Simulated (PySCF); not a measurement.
Fe (iron, neutral): UHF calculation

Configuration: [Ar] 3d6 4s1 4p1, one real determinant (an excited configuration). All numbers are calculated (PySCF 2.14, the non-relativistic Hamiltonian (point nucleus), in aug-cc-pwCVTZ).

```
Total energy                                                  : -1262.408774 hartree
One-electron energy                                           : -1743.5090 hartree
Hartree (Coulomb) energy                                      : 535.5897 hartree
Exchange energy                                               : -54.4895 hartree
Kinetic energy                                                : 1262.42460 hartree
⟨S²⟩                                                          : 12.0029
⟨L²⟩                                                          : 8.064
Sum of ⟨r⟩                                                    : 22.31 bohr
Sum of ⟨r²⟩                                                   : 45.00 bohr²
Traceless quadrupole moment −½Σ⟨3z² − r²⟩ along its main axis : -7.72 e·bohr²
Density at the nucleus (Gaussians lack the cusp)              : 11800 bohr⁻³
Spin density at the nucleus                                   : 3.48 bohr⁻³
Langevin diamagnetic susceptibility                           : -35.6 ×10⁻⁶ cm³/mol
```

```tsv
shell	electrons	mean orbital energy (eV)	spread (eV)	rms radius, mean of both spins (bohr)
1s α	1	-7113.4	0	0.0685
1s β	1	-7113.3	0	0.0685
2s α	1	-871.78	0	0.292
2s β	1	-868.35	0	0.292
2p α	3	-748.69	0.941	0.261
2p β	3	-745.42	0.088	0.261
3s α	1	-119.42	0	0.880
3s β	1	-109.50	0	0.880
3p α	3	-81.580	2.076	0.939
3p β	3	-69.826	1.834	0.939
3d α	5	-19.746	2.223	1.23
3d β	1	-14.269	0	1.23
4s α	1	-9.754	0	3.29
4p α	1	-5.325	0	4.22
```

⟨L²⟩ = 8.06 against 12 for a pure F term, so this real determinant mixes terms.

Spin-orbit constants ζ (cm⁻¹) from the X2C one-electron operator on these orbitals (non-relativistic here): bare nucleus, nucleus screened by l(l+1)(2l+1)/3 electrons, and screened by the Breit-Pauli mean field of the electrons.

| shell | bare | screened nucleus | mean field |
| --- | --- | --- | --- |
| 2p | 67840 | 62620 | n/a |
| 3p | 8233 | 7599 | n/a |
| 3d | 767.9 | 472.6 | n/a |
| 4p | 272.1 | 251.2 | n/a |

To first order the Landé constant is A = -38.55 cm⁻¹, so the lowest level has J = 6 and lies 0.0430 eV below the centre of the term. This holds in LS coupling only.
